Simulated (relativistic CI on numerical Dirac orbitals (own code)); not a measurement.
Rh18+: sensitivity of the levels to the model

Base calculation: Dirac-Coulomb-Breit CI, KLI orbitals optimised for each configuration, model QED (radiative potential, 1s self-energy scaled to tabulated hydrogen-like ionisation energies), unscaled Slater integrals.

CI space (outside the closed core [Ne]): 3s2 3p6 3d9, 3s2 3p5 3d10, 3s 3p6 3d10, 3s2 3p6 3d8 4s, 3s2 3p6 3d8 4p, 3s2 3p6 3d8 4d, 3s2 3p6 3d7 4s2, 3s2 3p6 3d8 4f, 3s2 3p5 3d9 4s, 3s2 3p6 3d7 4s 4p, 3s2 3p4 3d10 4s, 3s2 3p6 3d8 5s, 3s2 3p6 3d7 4p2, 3s2 3p5 3d9 4p, 3s2 3p4 3d10 4p, 3s2 3p6 3d8 5p. Levels of other configurations are missing.

Variants: (1) valence Slater integrals scaled by 0.9; (2) one mean potential for all configurations; (3) non-relativistic limit. Shifts of the energy above 3s2 3p6 3d9 2D_5/2, in cm⁻¹, for the lowest level and the first level of each name with at least 55 % of one term (blank where a level changes its place among those of its configuration and J or its character, or is not in the variant):

| Level | Base | Δ(1) | Δ(2) | Δ(3) |
| --- | --- | --- | --- | --- |
| 3s2 3p6 3d9 2D_5/2 | 0 | 0 | 0 | 0 |
| 3s2 3p6 3d9 2D_3/2 | 40130 | -30 | +34 | -40130 |
| 3s2 3p5 3d10 2P°_3/2 | 1515379 | +1336 | -310 | -57096 |
| 3s2 3p5 3d10 2P°_1/2 | 1724538 | +1472 | -371 | -266255 |
| 3s2 3p6 3d8 4s 4F_9/2 | 2492913 | +4431 | +21343 | +114687 |
| 3s2 3p6 3d8 4s 4F_5/2 | 2529152 | +2486 | +21371 | +78449 |
| 3s2 3p6 3d8 4s 4P_3/2 | 2586264 | -528 | +21256 | +73996 |
| 3s2 3p6 3d8 4s 2P_1/2 | 2599540 | -2534 | +21333 | +78476 |
| 3s2 3p6 3d8 4s 2G_9/2 | 2602446 | -3183 | +20912 | +85025 |
| 3s2 3p6 3d8 4s 2G_7/2 | 2602904 | -3163 | +20950 | +84568 |
| 3s2 3p6 3d8 4s 2S_1/2 | 2713566 | -10511 | +19573 | +69188 |
| 3s2 3p6 3d8 4p 4D°_7/2 | 2782185 | +5042 | +21147 | +90884 |
| 3s2 3p6 3d8 4p 4G°_7/2 | 2825447 | +4097 | +22098 | +61339 |
| 3s2 3p6 3d8 4p 4G°_11/2 | 2841260 | +4128 | +21678 | +45526 |
| 3s2 3p6 3d8 4p 4D°_3/2 | 2848300 | +3537 | +21337 |  |
| 3s2 3p6 3d8 4p 4F°_9/2 | 2850449 | +3328 | +21920 | +44323 |
| 3s2 3p6 3d8 4p 2F°_7/2 | 2852804 | +3087 | +21988 |  |
| 3s2 3p6 3d8 4p 4D°_1/2 | 2854898 | +1955 | +20587 | +18171 |
| 3s2 3p6 3d8 4p 4P°_1/2 | 2866335 | +1145 | +20780 | +56912 |
| 3s2 3p6 3d8 4p 4G°_9/2 | 2881344 | +3872 | +22510 |  |
| 3s2 3p6 3d8 4p 4F°_7/2 | 2886403 | +2846 | +22375 |  |
| 3s2 3p6 3d8 4p 2H°_9/2 | 2892555 | -2980 | +20867 | +66591 |

At this charge energies of transitions that change n are usually good to better than 1 %, and those within a shell (Δn = 0) to a few per cent.

Ionisation energy from the two ground configurations alone: base 794.679 eV; valence Slater integrals scaled by 0.9 795.097 eV. The NIST ASD value (theoretical) is 794 eV.

LS names give the leading component of a level, which can be under half, so a name can repeat, a term be missing and a line seem to break the LS rules.
